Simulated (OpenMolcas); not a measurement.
A calculation on Ni7+.

| Item | Value |
| --- | --- |
| Program | OpenMolcas 26.06 |
| Method | SS-CASPT2, IPEA 0.25 Eh, imaginary shift 0.1 Eh (closed shells correlated: 3s 3p) |
| Basis | ANO-RCC-VQZP [7s6p4d3f2g1h] |
| Scalar Hamiltonian | DKH2, point nucleus |
| Active space | 3 electrons in 10 orbitals (3d 4d) |
| State averaging | 2S+1 = 4 even, 10 roots; 2S+1 = 2 even, 40 roots |
| Spin-orbit coupling | state interaction with AMFI integrals over the reference wave functions, term energies averaged over their components |

Problem. Which level of the active space comes out lowest?

Solution. 3d3 4F 3/2, with 100 % of that term; it is also the measured ground level.

Problem. How high does 3d3 4F 5/2 lie?

Solution. 956 cm-1 above the lowest level; measured 1012 cm-1 above the ground level, so the calculation is off by -6 %.

Problem. How high does 3d3 4P 3/2 lie?

Solution. 24020 cm-1 above the lowest level; measured 23710 cm-1 above the ground level, so the calculation is off by +1 %.

Problem. How high does 3d3 2D 5/2(1) lie?

Solution. 36830 cm-1 above the lowest level.

Problem. The level at 32930 cm-1 has J = 3/2. What is it made of, and what is its g factor?

Solution. 54 % 3d3 2P 3/2, 42 % 3d3 2D(1), 4 % 3d3 4P; g = 1.125, against 1.334 from Landé's formula for the pure leading term.

Measured values: Corliss and Sugar, J. Phys. Chem. Ref. Data 10, 197 (1981).

CASPT2 breaks the degeneracy within a term, and the mean is taken; among the terms shown or strongly mixed into the levels shown the widest spread is 420 cm-1 (3d3 4F). Active for correlation alone: 4d; no level in the range computed is led by a configuration that fills it, so any true level of that kind is missing. Computed and measured levels are paired by configuration, term and J; levels that our copy of the source lacks, or whose pairing is in doubt (as where it misses far off the trend of its configuration), stay unpaired and out of the deviations. Levels of configurations outside the active space are missing.

A number in round brackets counts repeated terms of one configuration in the order of the reference energies.
